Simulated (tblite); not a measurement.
Compound: C6H15NSi.
Geometry (GFN2-xTB, Å), atoms numbered from 1 in this order:
```
atom  x, y, z in Å
C1     2.1984    2.2251   -0.4614
N2     1.5326    1.1969   -0.6954
Si3    1.0675   -0.1881    0.2206
C4     1.6873   -1.6550   -0.8088
C5    -0.8495   -0.0910    0.2804
C6    -1.2817    1.1692    1.0295
C7    -1.4305   -0.0507   -1.1324
C8    -1.4054   -1.3125    1.0105
H9     2.3152    2.9723   -1.2435
H10    2.6915    2.4485    0.4886
H11    1.5752   -0.2941    1.6031
H12    1.3887   -1.5607   -1.8474
H13    2.7700   -1.7163   -0.7824
H14    1.2944   -2.5915   -0.4283
H15   -0.9140    2.0594    0.5235
H16   -2.3688    1.2304    1.0832
H17   -0.8917    1.1697    2.0455
H18   -1.0230    0.7887   -1.6902
H19   -2.5154    0.0542   -1.0961
H20   -1.1979   -0.9663   -1.6711
H21   -2.4933   -1.2630    1.0640
H22   -1.0196   -1.3687    2.0264
H23   -1.1348   -2.2295    0.4918
```

All values are computed: GFN2-xTB (tblite) harmonic vibrations without scaling, gas phase. This tight-binding method is rough: wavenumbers can miss measured ones by several per cent, in bad cases by 10 to 20. Modes of hydrogen on silicon can be 10 to 20 % off. One conformer, not necessarily the lowest.

Harmonic wavenumbers (cm⁻¹): 34.2, 68.6, 110.9, 132.8, 146.7, 189.5, 212.8, 236.4, 245.7, 264.2, 271.4, 296.2, 361.8, 386.4, 395.7, 486.9, 599.1, 632.1, 667.5, 734.3, 780.6, 833.0, 848.0, 894.0, 966.3, 974.3, 975.0, 995.7, 1035.4, 1036.7, 1142.2, 1225.5, 1228.8, 1236.7, 1367.7, 1409.2, 1411.1, 1431.8, 1451.5, 1484.7, 1491.5, 1499.2, 1502.7, 1504.3, 1513.6, 1516.6, 1520.3, 1757.2, 2141.3, 2876.1, 2964.5, 2990.2, 2992.1, 2998.2, 3016.6, 3023.5, 3027.7, 3029.4, 3032.9, 3040.1, 3051.4, 3052.9, 3055.3.

A = 2103, B = 1321, C = 1040 MHz; mass 129.097 u (most abundant isotopes); point group C1, symmetry number 1.

**Question.** Zero-point energy?

**Answer.** Half the sum of the wavenumbers: 42899 cm⁻¹ = 122.66 kcal/mol.

**Question.** Give the ideal-gas entropy at 298.15 K and 1 bar in the rigid-rotor, harmonic-oscillator model (classical rotation).

**Answer.** Translation 40.51, rotation 29.10, vibration 38.04: S = 107.6 cal/(mol K).

**Question.** And Cp and H(298.15 K) − H(0)?

**Answer.** Cp = 46.10 cal/(mol K), of which vibrations give 38.15 (their classical limit is 63 R = 125.2); H(298.15 K) − H(0) = 8.37 kcal/mol without the zero-point energy, 6.00 from vibrations.

**Question.** What must be added to the electronic energy to get the Gibbs energy at 298.15 K and 1 bar?

**Answer.** ZPE + [H(298.15 K) − H(0)] − T·S = 122.66 + 8.37 − 32.09 = 98.94 kcal/mol.

**Question.** How do the functions run with temperature in this model?

**Answer.** 
```
 T (K)  S (cal/(mol K))  Cp (cal/(mol K))  H − H(0) (kcal/mol)  G − H(0) (kcal/mol)  ln q(vib)
    50             59.3              14.1                 0.52                -2.44       0.71
   100             71.7              22.6                 1.44                -5.73       2.18
373.15            118.9              54.2                12.13               -32.22      11.53
   500            136.5              66.4                19.80               -48.44      15.65
   750            167.1              84.7                38.82               -86.48      23.31
  1000            193.3              97.3                61.66              -131.61      30.36
```

q(vib) and H(0) count from the zero-point level.

Hindered rotation and anharmonicity are outside this model. Other conformers, if any are populated, would add a mixing term that is left out. The structure is chiral; the term R ln 2 for an equal mix with its mirror image is left out.

The run took 0.94 s of wall time on one thread of an Arm Neoverse V2, shared host. This covers the Hessian and the dipole derivatives.
